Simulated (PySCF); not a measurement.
Correlation energy of N³⁺ (nitrogen, charge +3)

[He] 2s2, closed-shell 1S. Computed with PySCF 2.14 in cc-pVTZ (4s3p2d1f, 30 functions), with the non-relativistic Hamiltonian (point nucleus). Frozen: 1s2; 2 electrons correlated.

Total MP2 correlation energy: -49.63 mhartree.

Same-spin part 0.00 and opposite-spin part -49.63 mhartree; SCS-MP2 scales them by 1/3 and 6/5 to -59.55 mhartree.

With two correlated electrons CCSD is exact within the correlated space (frozen core and kept virtual orbitals).

```tsv
level	correlation energy (mhartree)
CCSD	-85.24
```

Diagnostics: T1 = 0.0065, D1 = 0.0091, largest double amplitude 0.154.

**Question.** Is a single reference adequate?

**Answer.** Not fully. A double-excitation amplitude exceeds 0.15, a sign of near-degeneracy.
